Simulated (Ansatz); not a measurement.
Geometry optimisation, Ansatz, RKS PBE0-D4/6-31G*.

Input file:

```yaml
crystal:
  periodic: [false, false, false]
  atoms:
    - { symbol: Al, position_ang: [0.233107, -0.093084, 0.25857] }
    - { symbol: H, position_ang: [0.89924, 0.135017, 1.630106] }
    - { symbol: F, position_ang: [1.644286, 0.460278, -0.399964] }
    - { symbol: O, position_ang: [-1.190067, -0.60473, -0.467197] }
    - { symbol: Si, position_ang: [-2.647619, -1.298754, -0.789387] }
    - { symbol: H, position_ang: [-2.853941, -2.466611, 0.111839] }
    - { symbol: H, position_ang: [-3.746933, -0.321985, -0.573733] }
    - { symbol: H, position_ang: [-2.679273, -1.770431, -2.201233] }
basis:
  gaussian: { orbitals: "6-31G*" }
hamiltonian:
  xc: pbe0
  dispersion: d4
relax:
  f_tol: 0.03
  max_steps: 50
```

Command:

```bash
$ ansatz run input.yaml --threads 1 --pin off --max-ram 2048MiB --backend cpu --events-out ev --progress --plain --runs-dir out
```

Task: Where does it end, and by what steps?

Result: It converged. After 12 steps the energy has fallen by 0.638 eV; F3 moved furthest, 0.59 Å.

```json
{"step": "0", "energy less start (eV)": "0.0000", "largest force component (eV/Å)": "1.474", "accepted": "yes"}
{"step": "1", "energy less start (eV)": "-0.4539", "largest force component (eV/Å)": "1.206", "accepted": "yes"}
{"step": "2", "energy less start (eV)": "-0.6111", "largest force component (eV/Å)": "0.578", "accepted": "yes"}
{"step": "3", "energy less start (eV)": "-0.5865", "largest force component (eV/Å)": "1.451", "accepted": "no"}
{"step": "4", "energy less start (eV)": "-0.6288", "largest force component (eV/Å)": "0.088", "accepted": "yes"}
{"step": "5", "energy less start (eV)": "-0.6326", "largest force component (eV/Å)": "0.053", "accepted": "yes"}
{"step": "6", "energy less start (eV)": "-0.6353", "largest force component (eV/Å)": "0.040", "accepted": "yes"}
{"step": "7", "energy less start (eV)": "-0.6296", "largest force component (eV/Å)": "0.290", "accepted": "no"}
{"step": "8", "energy less start (eV)": "-0.6365", "largest force component (eV/Å)": "0.052", "accepted": "yes"}
{"step": "9", "energy less start (eV)": "-0.6372", "largest force component (eV/Å)": "0.067", "accepted": "yes"}
{"step": "10", "energy less start (eV)": "-0.6360", "largest force component (eV/Å)": "0.125", "accepted": "no"}
{"step": "11", "energy less start (eV)": "-0.6378", "largest force component (eV/Å)": "0.030", "accepted": "yes"}
{"step": "12", "energy less start (eV)": "-0.6382", "largest force component (eV/Å)": "0.006", "accepted": "yes"}
```

```xyz
8
Properties=species:S:1:pos:R:3
Al 0.325 -0.060 0.306
H 0.788 0.105 1.799
F 1.339 0.409 -0.907
O -1.185 -0.706 -0.081
Si -2.572 -1.289 -0.736
H -3.006 -2.510 -0.001
H -3.650 -0.265 -0.641
H -2.380 -1.644 -2.170
```

Whether the end is a true minimum wasn't checked by a vibrational analysis.

The run took 19 s on 1 thread of AMD EPYC 9R45 96-Core Processor (Zen 5) (shared host), peak memory 0.19 GiB.
